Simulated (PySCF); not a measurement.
**Diatomics of Bi with group 14**

PBE0 with double-zeta basis sets in PySCF, for the lowest determinant that a PBE0 search found; no spin–orbit coupling. De refers to high-spin ground-configuration atoms. A positive dipole means M(−)Bi(+).

```
 M     basis  state (unpaired electrons)  Re (Å)  ωe (cm⁻¹)  De (eV)  μ (D)
Si  def2-SVP               doublet (π ↑)   2.461        387     2.47   0.64
Ge  def2-SVP               doublet (π ↑)   2.522        253     2.35   0.19
Sn  def2-SVP               doublet (π ↑)   2.709        190     2.10  -0.71
Pb  def2-SVP               doublet (π ↑)   2.784        154     1.97  -1.45
```

The shortest bond is that of SiBi (2.461 Å), the longest that of BiPb (2.784 Å).

Down a group the atoms grow and get heavier, so bonds lengthen and wavenumbers fall; this series shows no clear exception.

Spin–orbit coupling is left out, which matters for elements this heavy, above all for dissociation energies. States were picked by a PBE0 search and need not be the measured ground states.
